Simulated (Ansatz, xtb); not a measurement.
Process, species as SMILES: C[SiH](C)[SiH2]Cl + 3 [SiH4] (SiH4) -> 2 C[SiH3] [methylsilane] + [SiH3]Cl [chlorosilane] + [SiH3][SiH3]
Each molecule is optimised on its own at B3LYP-D3(BJ)/def2-TZVP (Ansatz, a first-principles code), one conformer each, not searched for the lowest.

Wanted: bond separation energy (electronic energy difference), in kcal/mol. Cores are frozen in the correlated levels unless marked. No spin-orbit coupling. Non-relativistic unless marked X2C. CBS marks a two-point X^-3 extrapolation of the correlation energy; Hartree-Fock from the larger set. The bracket is a focal-point correction in the basis named.

```
level                                                                 program  bond separation energy (kcal/mol)  minus last row
-------------------------------------------------------------  --------------  ---------------------------------  --------------
GFN1-xTB                                                                  xtb                               -3.9            -4.5
HF/cc-pV(T+d)Z                                                         Ansatz                               -1.7            -2.3
RI-HF/aug-cc-pV(T+d)Z                                                  Ansatz                               -1.8            -2.4
SVWN5/def2-TZVPD                                                       Ansatz                                0.6             0.0
PBE/def2-TZVPD                                                         Ansatz                               -0.6            -1.2
PBE-D3(BJ)/def2-TZVPD                                          Ansatz + dftd3                                0.9             0.3
r2SCAN-D3(BJ)/def2-TZVPD                                       Ansatz + dftd3                                0.6             0.0
wB97X/def2-TZVPD                                                       Ansatz                               -0.3            -0.9
MP2/6-31G*                                                             Ansatz                                1.4             0.8
SCS-MP2/6-31G*                                                         Ansatz                                0.9             0.3
SCS-MP2/aug-cc-pV(D+d)Z                                                Ansatz                                2.6             2.0
CCSD/6-31G*                                                            Ansatz                                0.7             0.1
CCSD/aug-cc-pV(D+d)Z                                                   Ansatz                                2.1             1.5
CCSD/cc-pV(T+d)Z                                                       Ansatz                                0.2            -0.4
CCSD(T)/6-31G                                                          Ansatz                                3.0             2.4
CCSD(T)/6-31G*                                                         Ansatz                                1.2             0.6
CCSD(T)/cc-pV(D+d)Z                                                    Ansatz                                1.0             0.4
X2C-CCSD(T)/cc-pVTZ-DK                                                 Ansatz                                0.9             0.3
CCSD(T) with core electrons (1s frozen past Ne)/cc-pwCVTZ              Ansatz                                0.8             0.2
RI-MP2/CBS(cc-pV(T+d)Z,cc-pV(Q+d)Z)+[CCSD(T)-MP2]/cc-pV(D+d)Z          Ansatz                                0.8             0.2
RI-MP2/CBS(cc-pV(T+d)Z,cc-pV(Q+d)Z)+[CCSD(T)-MP2]/cc-pV(T+d)Z          Ansatz                                0.6             0.0
```
